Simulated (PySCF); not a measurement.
**Correlation energy of Si+ (silicon, charge +1)**

[Ne] 3s2 3p1, 2P determinant. All numbers are calculated (PySCF 2.14, the spin-free X2C one-electron Hamiltonian (Gaussian nucleus), in jorge-DZP-DKH). Frozen: [Ne]; 3 electrons correlated.

MP2 pair energies summed by pair of shells (mhartree):

| pair | energy | share (%) |
| --- | --- | --- |
| 3s-3s | -20.52 | 58.0 |
| 3s-3p | -14.83 | 42.0 |

Total MP2 correlation energy: -35.35 mhartree.

Same-spin part -2.29 and opposite-spin part -33.06 mhartree; SCS-MP2 scales them by 1/3 and 6/5 to -40.43 mhartree.

```csv
level,correlation energy (mhartree)
CCSD,-53.48
(T),-0.67
CCSD(T),-54.15
```

Diagnostics: T1 = 0.012, D1 = 0.0274, largest double amplitude 0.108.

Cost of the coupled-cluster step: 0.07 s of wall time on 1 thread of Intel(R) Xeon(R) 6975P-C (shared host), for 3 correlated electrons.
